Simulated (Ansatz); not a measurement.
**Energy profile**

The step: Si₂H₅Br ([SiH3][SiH2][Br]) → Si₂H₄ ([SiH][SiH3]) + HBr (still joined by a long Si–Br bond); bonds formed: Br2–H3; bonds broken: Si1–H3; bonds weakened to dative contacts: Si1–Br2 (atoms numbered as in the saddle structure below).

```tsv
atom	x (Å)	y (Å)	z (Å)
Si1	-1.0483	0.5523	-0.7159
Br2	0.0749	-1.7121	-1.8977
H3	-0.4377	-0.6009	-2.6719
H4	-1.9900	-0.3705	0.0379
Si5	0.5845	0.5096	1.0067
H6	0.1124	1.4458	2.0717
H7	0.7945	-0.8282	1.6314
H8	1.9097	1.0039	0.5381
```

Electronic energies by CCSD(T) at an estimated basis limit (MP2 extrapolated from triple and quadruple zeta, plus CCSD(T) − MP2 in triple zeta), on PBE0-D4/def2-TZVP structures; Si2H5Br, singlet; no counterpoise correction. Computed with Ansatz 0.2.0 (basis: def2-TZVPP and def2-QZVPP); correlated methods freeze the cores. Filled d shells of the heavier atoms are correlated. The def2 sets are not built for correlating such inner shells, so the correlated values are less sure here. Extrapolation: Hartree–Fock as exp(−7.88 √X), correlation as X^−2.97.

**Question.** Give the profile in kJ/mol, counted from the start structure. (To be estimated.)

**Answer.** The calculation gives:
```json
{"point": "start structure", "kJ/mol": "0.0"}
{"point": "saddle", "kJ/mol": "299.1"}
{"point": "end structure", "kJ/mol": "283.9"}
{"point": "separated: Si2H4 (linked as [SiH][SiH3]; Si1, H4, Si5, H6, H7, H8; singlet) + HBr (Br2, H3; singlet)", "kJ/mol": "323.2"}
```

The T1 diagnostic stays at or below 0.016. The restricted Hartree–Fock reference is unstable towards an unrestricted one at one or more of these structures.

Losses and insertions of silylenes and their heavier kin drive the gas-phase chemistry of silicon and germanium vapour deposition.

For scale, one of the runs: CCSD(T)/def2-TZVPP, 202 basis functions (an equivalent command: `ansatz run in.yaml --threads 4`). The run took 50 s on 4 CPU threads (shared host), with 2.3 GiB of host memory at its peak.
